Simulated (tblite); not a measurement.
Compound: C4H12BGeN.
SMILES with atom numbers: `[CH:1]#[N+:2][B@H-:3]([GeH3:4])[CH:5]([CH3:6])[CH3:7]` (hydrogens: H8 on C1; H9 on B3; H10, H11, H12 on Ge4; H13 on C5; H14, H15, H16 on C6; H17, H18, H19 on C7)
Bond orders are those of one Lewis drawing.

Computed with GFN2-xTB (tblite), gas phase: L-BFGS steps from a force-field or distance-geometry start until the largest atomic force falls under 0.01 eV/Å.

Step 31: E = -563.5842 eV
```
atom  x, y, z in Å  |  force x, y, z in eV/Å
C1      0.6773    2.4826    0.7049   -0.014   0.009   0.025
N2      0.7510    1.3317    0.7301   -0.018  -0.001  -0.039
B3      0.7754   -0.0961    0.6814    0.041  -0.014  -0.011
Ge4     2.2397   -0.5700   -0.7206   -0.022   0.008   0.027
C5     -0.7011   -0.6624    0.2206   -0.026   0.002   0.003
C6     -1.2087   -0.0342   -1.0762    0.001  -0.006  -0.004
C7     -1.7606   -0.5040    1.3121   -0.002  -0.001   0.004
H8      0.6455    3.5326    0.6808    0.006   0.009  -0.016
H9      1.1149   -0.4822    1.7511   -0.025  -0.047   0.032
H10     2.1133   -1.9517   -1.3104   -0.002   0.016  -0.017
H11     2.3672    0.3000   -1.9546   -0.015  -0.012   0.010
H12     3.6675   -0.5764   -0.2254    0.003   0.020  -0.006
H13    -0.5758   -1.7374    0.0422   -0.008   0.009  -0.010
H14    -2.1426   -0.5012   -1.3898    0.009   0.004  -0.008
H15    -0.4804   -0.1584   -1.8779    0.007  -0.004   0.009
H16    -1.3974    1.0318   -0.9448    0.017  -0.013  -0.002
H17    -1.9445    0.5484    1.5275    0.026  -0.005   0.001
H18    -2.7038   -0.9516    0.9980   -0.001   0.008  -0.001
H19    -1.4467   -0.9922    2.2318    0.020   0.017   0.004
```

Step 32: E = -563.5845 eV
```
atom  x, y, z in Å  |  force x, y, z in eV/Å
C1      0.6772    2.4804    0.7046   -0.014   0.010   0.022
N2      0.7522    1.3296    0.7312   -0.022   0.002  -0.040
B3      0.7761   -0.0990    0.6821    0.027   0.009   0.005
Ge4     2.2375   -0.5695   -0.7197    0.015  -0.012  -0.001
C5     -0.7010   -0.6633    0.2213   -0.020   0.005   0.004
C6     -1.2072   -0.0341   -1.0752   -0.001  -0.008  -0.010
C7     -1.7610   -0.5028    1.3120    0.001  -0.001   0.001
H8      0.6442    3.5309    0.6770    0.008  -0.008  -0.013
H9      1.1151   -0.4850    1.7517   -0.023  -0.049   0.034
H10     2.1152   -1.9511   -1.3138   -0.002   0.030  -0.005
H11     2.3635    0.3016   -1.9538   -0.016  -0.012   0.017
H12     3.6669   -0.5725   -0.2254   -0.011   0.018  -0.011
H13    -0.5772   -1.7384    0.0424   -0.009   0.010  -0.006
H14    -2.1405   -0.5013   -1.3890   -0.003   0.006  -0.013
H15    -0.4793   -0.1577   -1.8770    0.017  -0.010   0.005
H16    -1.3951    1.0319   -0.9441    0.011  -0.009   0.003
H17    -1.9433    0.5499    1.5264    0.022   0.000   0.000
H18    -2.7040   -0.9500    0.9978   -0.010   0.009  -0.005
H19    -1.4491   -0.9902    2.2323    0.029   0.010   0.015
```

Step 33: E = -563.5849 eV
```
atom  x, y, z in Å  |  force x, y, z in eV/Å
C1      0.6767    2.4784    0.7048   -0.014   0.006   0.017
N2      0.7528    1.3276    0.7316   -0.022   0.002  -0.033
B3      0.7773   -0.1018    0.6829   -0.001   0.025   0.024
Ge4     2.2356   -0.5691   -0.7187    0.046  -0.026  -0.026
C5     -0.7012   -0.6642    0.2221   -0.002   0.007   0.002
C6     -1.2056   -0.0341   -1.0743    0.000  -0.008  -0.013
C7     -1.7613   -0.5017    1.3119    0.006  -0.001   0.000
H8      0.6430    3.5291    0.6729    0.009  -0.023  -0.009
H9      1.1147   -0.4888    1.7532   -0.022  -0.043   0.025
H10     2.1170   -1.9500   -1.3174   -0.001   0.038   0.005
H11     2.3594    0.3029   -1.9528   -0.018  -0.009   0.021
H12     3.6662   -0.5682   -0.2254   -0.020   0.015  -0.014
H13    -0.5787   -1.7393    0.0422   -0.009   0.008  -0.002
H14    -2.1384   -0.5013   -1.3885   -0.015   0.008  -0.018
H15    -0.4780   -0.1573   -1.8761    0.025  -0.016   0.001
H16    -1.3924    1.0319   -0.9435    0.004  -0.002   0.007
H17    -1.9416    0.5513    1.5253    0.016   0.006  -0.001
H18    -2.7045   -0.9482    0.9976   -0.016   0.010  -0.006
H19    -1.4509   -0.9880    2.2330    0.033   0.002   0.021
```

Step 34: E = -563.5854 eV
```
atom  x, y, z in Å  |  force x, y, z in eV/Å
C1      0.6757    2.4757    0.7055   -0.013   0.000   0.007
N2      0.7532    1.3249    0.7316   -0.016  -0.001  -0.016
B3      0.7789   -0.1052    0.6847   -0.035   0.030   0.039
Ge4     2.2339   -0.5689   -0.7180    0.064  -0.031  -0.041
C5     -0.7014   -0.6653    0.2231    0.019   0.007  -0.001
C6     -1.2035   -0.0342   -1.0735    0.001  -0.007  -0.013
C7     -1.7618   -0.5003    1.3120    0.011   0.000   0.001
H8      0.6417    3.5264    0.6672    0.009  -0.031  -0.005
H9      1.1136   -0.4945    1.7559   -0.021  -0.027   0.005
H10     2.1196   -1.9478   -1.3223   -0.001   0.035   0.014
H11     2.3539    0.3044   -1.9513   -0.018  -0.002   0.021
H12     3.6651   -0.5620   -0.2260   -0.020   0.010  -0.017
H13    -0.5810   -1.7404    0.0420   -0.007   0.005   0.005
H14    -2.1359   -0.5012   -1.3882   -0.024   0.010  -0.023
H15    -0.4756   -0.1570   -1.8748    0.031  -0.022  -0.002
H16    -1.3889    1.0318   -0.9426   -0.004   0.004   0.008
H17    -1.9391    0.5534    1.5237    0.007   0.011  -0.001
H18    -2.7054   -0.9455    0.9973   -0.015   0.013  -0.002
H19    -1.4526   -0.9850    2.2343    0.032  -0.005   0.019
```

Q: Estimate the geometry and energy of step 35. (The exact step hangs on the optimiser's Hessian estimate; all steps are aligned on step 34, rigid shifts and turns removed.)

A: E = -563.5860 eV, largest force 0.069 eV/Å
```
atom  x, y, z in Å  |  force x, y, z in eV/Å
C1      0.6743    2.4722    0.7063   -0.013  -0.008  -0.003
N2      0.7533    1.3215    0.7316   -0.008  -0.007   0.007
B3      0.7801   -0.1088    0.6878   -0.055   0.019   0.037
Ge4     2.2332   -0.5692   -0.7180    0.055  -0.019  -0.034
C5     -0.7015   -0.6665    0.2243    0.029   0.005  -0.006
C6     -1.2010   -0.0343   -1.0726    0.003  -0.004  -0.011
C7     -1.7624   -0.4985    1.3122    0.014   0.002   0.004
H8      0.6403    3.5225    0.6603    0.009  -0.028   0.000
H9      1.1121   -0.5017    1.7594   -0.019  -0.007  -0.016
H10     2.1229   -1.9446   -1.3279    0.001   0.019   0.017
H11     2.3473    0.3061   -1.9494   -0.017   0.009   0.014
H12     3.6637   -0.5546   -0.2274   -0.007   0.004  -0.016
H13    -0.5838   -1.7415    0.0420   -0.003   0.002   0.013
H14    -2.1334   -0.5007   -1.3882   -0.026   0.015  -0.026
H15    -0.4723   -0.1571   -1.8732    0.030  -0.026  -0.002
H16    -1.3849    1.0319   -0.9413   -0.010   0.005   0.007
H17    -1.9363    0.5561    1.5219   -0.001   0.011   0.000
H18    -2.7069   -0.9420    0.9969   -0.007   0.016   0.006
H19    -1.4544   -0.9815    2.2362    0.027  -0.008   0.009
```

The energy changes by -0.0005 eV. The first-order estimate −F·Δx gives -0.0008 eV and the mean of the old and new forces, exact on a quadratic surface, -0.0006 eV. The step makes an angle of 76° with the force vector and moves no atom by more than 0.008 Å.

What follows is the cost of the whole relaxation. The run took 0.51 s on one thread, Arm Neoverse V2 (aarch64), no GPU, shared host with 96 logical CPUs at a one-minute load of 9.7.
